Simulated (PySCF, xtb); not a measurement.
GeH2FCl, SMILES [F][GeH2][Cl].

Harmonic wavenumbers (cm⁻¹) from GFN2-xTB in xtb 6.7.1 at its own minimum, in rising order: 163, 391, 458, 472, 562, 661, 760, 1918, 1960.

What does B3LYP-D3(BJ)/def2-TZVP (PySCF 2.14.0) give at its own minimum? (The exact figures need the calculation; the answer reports its results.)

191, 427, 548, 641, 695, 794, 851, 2178, 2197. Paired by order, the mean absolute difference is 131 cm⁻¹ and the zero-point energies are 10.5 and 12.2 kcal/mol.
